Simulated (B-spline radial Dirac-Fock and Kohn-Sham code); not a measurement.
## 4s photoionisation of Sb³⁺ near threshold

System: the Sb³⁺ ion, 1s2 2s2 2p6 3s2 3p6 3d10 4s2 4p6 4d10 5s2. The computed 4s threshold is 202.0 eV; without correlation, outer thresholds are uncertain by 1 to 2 eV.

The run's input, task.json:

```json
{"items": [{
  "Z": 51,
  "q": 3,
  "cfg": [[1, 0, 2], [2, 0, 2], [2, 1, 6], [3, 0, 2], [3, 1, 6], [3, 2, 10], [4, 0, 2], [4, 1, 6], [4, 2, 10], [5, 0, 2]],
  "A": 121,
  "rrms": 4.6802,
  "do": ["binding", "quiet", "photo", "scan"],
  "hv": [36.5, 40.81, 60, 87.3, 600, 674.0, 1253.6, 2984.4, 3680.0, 5130.0, 12000, 17479.3, 19000.0, 40000, 46000.0, 162000.0]
}]}
```

Command: `python xray_run.py task.json out`

The computed values come from a B-spline atomic structure program: independent-particle photoionisation in a Dirac-Hartree-Slater potential with a Latter tail, all multipoles, thresholds from Dirac-Fock ΔSCF. Interchannel coupling and autoionising resonances are not included, so magnitudes near threshold are approximate.

| kinetic energy (eV) | σ (Mb) | β |
| --- | --- | --- |
| 1.5 | 0.173 | 1.94 |
| 2.3 | 0.173 | 1.94 |
| 3.7 | 0.172 | 1.95 |
| 5.7 | 0.170 | 1.95 |
| 9.0 | 0.168 | 1.95 |
| 14.0 | 0.167 | 1.95 |
| 21.9 | 0.162 | 1.95 |
| 34.2 | 0.155 | 1.96 |
| 53.5 | 0.147 | 1.96 |
| 83.7 | 0.134 | 1.97 |
| 130.9 | 0.114 | 1.97 |
| 204.6 | 0.0892 | 1.98 |
| 319.9 | 0.0640 | 1.98 |

The cross section shows no minimum in this range. It is largest at the lowest energy, 0.173 Mb. β ranges from 1.94 (at 1.5 eV) to 1.98.
